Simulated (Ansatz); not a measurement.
CH5NOSSi (`O[SiH]1NCS1`), relaxed with RKS PBE0-D4/def2-TZVP in Ansatz 0.2.0 from a PBE-D4/def2-SVP geometry. The force threshold is 0.005 eV/Å; the program also tests the step.

The species carries charge 0 and has multiplicity 1.

Start:

```xyz
10

O     1.083   -2.127   -0.234
Si    0.324   -0.874    0.573
N     0.537    0.740   -0.039
C    -0.839    1.147   -0.286
S    -1.749   -0.441    0.102
H     0.936   -2.112   -1.198
H     0.694   -1.174    1.991
H     1.272    1.446    0.033
H    -1.048    1.447   -1.338
H    -1.209    1.947    0.394
```

```csv
step,energy (eV),largest force (eV/Å),largest move (Å)
1,-23361.3192,1.020,0.000
2,-23361.3842,0.637,0.029
3,-23361.3982,0.095,0.023
4 (rejected),-23361.3972,0.156,0.028
5,-23361.3994,0.032,0.014
6,-23361.3998,0.011,0.020
7,-23361.3998,0.006,0.004
8,-23361.3999,0.002,0.003
```

End:

```xyz
10

O     1.062   -2.087   -0.230
Si    0.322   -0.858    0.551
N     0.536    0.730   -0.047
C    -0.837    1.136   -0.280
S    -1.720   -0.441    0.089
H     0.930   -2.126   -1.180
H     0.679   -1.134    1.959
H     1.253    1.428    0.044
H    -1.037    1.441   -1.311
H    -1.189    1.912    0.405
```

It took 24 s on 4 threads of an Arm Neoverse V2 on a shared host, with 0.54 GiB of host memory at the peak.
